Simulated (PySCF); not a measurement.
In(H)(Et)(OH) (C2H7InO), SMILES [InH]([OH])[CH2]C.

Coordinates come from a B3LYP-D3(BJ)/def2-SVP optimisation. The structure was generated by enumeration; whether it is a known compound was not checked. The def2 effective core potentials stand for the cores of In; spin–orbit coupling is left out. Other conformers were not sampled.

Two levels are set side by side: TDA-PBE/def2-SVPD (PySCF) and TDA-ωB97X/def2-SVPD (PySCF). Vertical, same geometry. The lowest singlet is HOMO→LUMO 100 % with PBE and HOMO→LUMO 97 % with the other functional; states are paired by order. Differences are taken from unrounded values.

| quantity | TDA-ωB97X |
|---|---|
| lowest singlet excitation (eV) | 5.20 |
| lowest triplet excitation (TDA) (eV) | 4.96 |
| first bright state (f over 0.05) (eV) | 6.55 |
| its oscillator strength | 0.05 |

Problem. What does TDA-PBE give, and how far is it from TDA-ωB97X? (The exact figures need the calculation; the answer reports its results.)

Solution. 
```
quantity                               TDA-PBE  TDA-PBE minus TDA-ωB97X
-------------------------------------  -------  -----------------------
lowest singlet excitation (eV)            4.43                    -0.77
lowest triplet excitation (TDA) (eV)      4.18                    -0.77
first bright state (f over 0.05) (eV)     5.57                    -0.98
its oscillator strength                   0.10                     0.05
```

A lower first singlet is the usual sign of a functional without exact exchange. Differences between two approximate levels are no errors against the true value.

Rough cost on one machine, each run with all the roots and properties that it gave: TDA-ωB97X against TDA-PBE about 4 times.
